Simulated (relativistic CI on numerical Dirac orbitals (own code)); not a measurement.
## Ni2+ in a cubic cluster: 2p photoemission with charge transfer

Computed with a charge-transfer multiplet model of a cubic metal-ligand cluster with up to 2 ligand holes, Slater and spin-orbit integrals from Dirac-Coulomb-Breit ions, Slater integrals scaled by 0.8. The ground state mixes d8 with configurations of k ligand holes L, whose averages lie at kΔ + k(k − 1)U_dd/2; a core hole lowers each added d electron by U_cd. 300 K, Lorentzian 0.6 eV and Gaussian 0.8 eV FWHM.

Atomic integrals in eV (Slater integrals scaled, ζ unscaled), ground: F2dd 9.736, F4dd 6.042, zeta_d 0.080; with the core hole: F2dd 11.178, F4dd 6.982, zeta_d 0.114, zeta_core 11.406, F2cd 6.704, G1cd 5.115, G3cd 2.909.

Cluster parameters (eV): Δ = 6.1, U_dd = 6.9, 10Dq = 0.45, 10Dq(ligand) = 1, V(eg) = 1.85, V(t2g) = -0.86, final-state hopping factor = 1.

```
          Case   n_d    d8   d9L  d10L2     S
 U_cd = 7.9 eV  8.11  0.89  0.11   0.00  1.00
 U_cd = 8.5 eV  8.11  0.89  0.11   0.00  1.00
 U_cd = 9.1 eV  8.11  0.89  0.11   0.00  1.00
 U_cd = 9.7 eV  8.11  0.89  0.11   0.00  1.00
U_cd = 10.3 eV  8.11  0.89  0.11   0.00  1.00
```

Weights, n_d and S are thermal averages at 300 K. Binding energies count from the first peak over 30 % of the highest in each spectrum, which can be another peak from case to case. The parameters are a model scan and need not match a compound or its usual spin state. Peaks in eV (height, largest 100):
- U_cd = 7.9 eV: 0.0 (100), 4.6 (40), 10.3 (5), 17.7 (46), 23.2 (26)
- U_cd = 8.5 eV: 0.0 (100), 4.7 (44), 9.9 (8), 17.7 (45), 23.2 (31)
- U_cd = 9.1 eV: 0.0 (100), 4.9 (52), 9.7 (12), 17.6 (44), 23.2 (37), 26.1 (8)
- U_cd = 9.7 eV: 0.0 (100), 5.2 (66), 8.5 (19), 9.9 (17), 17.5 (44), 23.1 (42), 25.7 (15)
- U_cd = 10.3 eV: 0.0 (100), 5.4 (83), 8.6 (31), 10.3 (22), 17.6 (44), 23.0 (47), 25.8 (28)

For the case U_cd = 8.5 eV, Δ = 6.1 eV is smaller than U_dd = 6.9 eV, the charge-transfer side of the Zaanen-Sawatzky-Allen scheme. With the core hole the configuration with one ligand hole lies at Δ − U_cd = -1.8, -2.4, -3.0, -3.6, -4.2 eV from the one without, in the order of the table; where this is negative the screened configuration lies lower, though the effective hopping of about 2.5 eV (from the holes of the mixed ground state) mixes the two strongly wherever it is as large as the gap.
